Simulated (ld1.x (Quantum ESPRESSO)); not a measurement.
Results of a calculation; reference values are marked as such.
**Pseudopotentials across the periodic table**

Generated with ld1.x 7.5 (TM, RRKJ, ultrasoft, PAW), atompaw 4.2 or ONCVPSP 4.0.1. The cutoff is in Ry: for ld1.x and atompaw files where the sum of valence levels is converged to 10 mRy in a Bessel basis, for ONCV files where the hardest occupied wave has 1 mHa per electron of residual kinetic energy. The error is the largest all-electron minus pseudo excitation energy over each file’s own four to seven test configurations (ionisations up to +4, promotions, holes and added fractions of an electron), all of which were solved. The labels leave out finer settings (local radius, basis sizes, second energies), which also bear on the numbers. Spin-polarised tests are not counted. The rows are a selection from randomly drawn settings: files with unsolved tests, undetermined cutoffs or missed reference levels are left out.

A true bound ghost makes a file unfit for plane-wave use even where its test errors are small: the radial tests pick states by their node count and pass the ghost by.

| element | potential | cutoff (Ry) | largest error (meV) | bound ghosts |
| --- | --- | --- | --- | --- |
| He | TM, Wu–Cohen, scalar-relativistic, rc 0.35/0.30 (sp), local s, core correction no, reference 1s0.5 | 180 | +3.9 | none |
| P | TM, LDA (PZ), non-relativistic, rc 1.50/1.40/1.30 (spd), local d, core correction no, reference 3s2 3p1 | 21 | +126 | s |
| S | TM, LDA (PZ), scalar-relativistic, rc 1.15/1.80/1.65 (spd), local d, core correction no, reference 3s2 3p3.75 | 55 | +39 | none |
| Cd | TM, PBEsol, fully relativistic, rc 1.85/3.60/1.30 (spd), local s, core correction yes, reference 4d10 5s2 5p0 | 90 | -226 | none |
| Sb | TM, LDA (PZ), non-relativistic, rc 1.60/2.00 (sp), local s, core correction yes, reference 5s2 5p0 | 50 | -80 | none |

(1) Fill in the row for I: TM semilocal, PW91, scalar-relativistic, rc 1.40/1.85/1.25 (spd), local p, core correction no, reference 4d10 5s2 5p4.

(2) Fill in the row for Mo: TM semilocal, PBE, scalar-relativistic, rc 2.60/3.35/2.10 (spd), local s, core correction no, reference 4d5 5s1 5p0.

Results:

(1) cutoff 120 Ry, largest error -296 meV, bound ghosts: none.

(2) cutoff 35 Ry, largest error +74 meV, bound ghosts: none.
